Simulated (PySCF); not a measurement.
C2H8GeTe (SMILES CC[Te][GeH3]), singlet, at a GFN2-xTB geometry (all electrons, no relativity), with bond 12-9 at 2.4 times its length.

The PySCF input:
```python
from pyscf import gto, scf, mcscf
import numpy

mol = gto.Mole()
mol.atom = '''
    Te    0.447874    0.221855    0.858271
    C     1.769133   -0.787231   -0.546415
    C     1.937536   -0.031071   -1.844384
    H     1.364909   -1.779132   -0.732670
    H     2.722853   -0.898294   -0.039385
    H     2.339976    0.964218   -1.666614
    H     0.979803    0.070488   -2.356405
    H     2.621631   -0.564581   -2.504378
    Ge   -1.546807   -0.117998   -0.626794
    H    -1.433810   -1.384155   -1.427870
    H    -2.826426   -0.221025    0.145319
    H    -2.155876    2.473392   -3.072608
'''
mol.basis = 'sto-3g'
mol.charge = 0
mol.spin = 0
mol.verbose = 4
mol.build()

mf = scf.RHF(mol)
mf.kernel()
mc = mcscf.CASSCF(mf, 5, 4)
mc.fix_spin_(ss=0.0)
mc = mc.newton()
mc.kernel()
occ = numpy.linalg.eigvalsh(mc.fcisolver.make_rdm1(mc.ci, mc.ncas, mc.nelecas))[::-1]
ss = mc.fcisolver.spin_square(mc.ci, mc.ncas, mc.nelecas)[0]
print('natural occupations', occ.round(4), ' <S^2>', round(ss, 4))
```

Q: What does this run give for the total energy, SCF-reference dipole moment, SCF-reference HOMO-LUMO gap, SCF-reference Mulliken (on the basis functions themselves) charges in atom order, SCF-reference HOMO energy?

A: 
The total energy comes out as -8678.2694 Eh and the SCF-reference dipole moment is 2.50 D. The SCF-reference HOMO-LUMO gap is 5.09 eV and the SCF-reference Mulliken (on the basis functions themselves) charges in atom order is Te1 0.02, C2 -0.20, C3 -0.18, H4 0.07, H5 0.07, H6 0.07, H7 0.06, H8 0.07, Ge9 0.37, H10 -0.11, H11 -0.11, H12 -0.15. The SCF-reference HOMO energy is -3.54 eV.

Q: Roughly what does it cost on one core?

A: very roughly 11 core-seconds.
